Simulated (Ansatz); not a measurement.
Total energies of Te₄Pb₄ from Ansatz at PBE0-D4/def2-SVP, gas phase (1 Eh = 27.2114 eV = 2625.5 kJ/mol). The reference geometry is relaxed at PBE-D4/def2-SVP.

```xyz
8

Pb    1.989    0.524   -1.439
Pb    0.701   -0.061    2.410
Pb   -1.751    1.770   -0.316
Pb   -0.939   -2.233   -0.655
Te    1.040    2.468    0.723
Te   -2.199   -0.581    1.588
Te   -0.777    0.068   -2.662
Te    1.936   -1.955    0.351
```

```
                 state   geometry  energy (Eh)
      charge 0 singlet  reference  -1844.09426
      charge 1 doublet  reference  -1843.83353
     charge -1 doublet  reference  -1844.13055
free Pb atom (triplet)          –   -192.83297
free Te atom (triplet)          –   -267.98598
```

In the def2 sets Pb, Te take a core potential; there is no spin–orbit coupling.

Q: Work out the vertical ionisation energy to the doublet.

A: E(charge 1 doublet) − E(charge 0 singlet) = -1843.83353 − (-1844.09426) = 0.26073 Eh = 7.09 eV. For comparison, −ε of the highest occupied level is 5.77 eV at this level, 1.32 eV less.

Q: Work out the vertical electron affinity, to the doublet.

A: E(charge 0 singlet) − E(charge -1 doublet) = -1844.09426 − (-1844.13055) = 0.03629 Eh = 0.99 eV. The basis lacks diffuse functions, which makes affinities too small.

Q: Give the fundamental gap IE − EA, the Mulliken electronegativity (IE + EA)/2 and the hardness (IE − EA)/2.

A: From the values in Eh: IE − EA = 0.26073 − 0.03629 = 0.22444 Eh = 6.11 eV; (IE + EA)/2 = 4.04 eV; (IE − EA)/2 = 3.05 eV. The HOMO–LUMO gap of the same run is 3.64 eV, 2.47 eV smaller than the fundamental gap.

Q: What is the binding energy per atom against free atoms?

A: Atoms: 4 × (-192.83297) + 4 × (-267.98598) = -1843.27580 Eh. Binding: -1843.27580 − (-1844.09426) = 0.81846 Eh = 22.27 eV, or 2.78 eV for each of 8 atoms (no zero-point energy, no counterpoise term).

At PBE0-D4/def2-SVP the highest occupied level of the charge -1 doublet lies above zero (up to 0.20 eV). By energy differences its removal costs 0.99 eV (vertical, to the charge 0 singlet, at PBE0-D4/def2-SVP); self-interaction error and the lack of diffuse functions both raise the level.  

The structure comes from a short search, and lower isomers may exist.
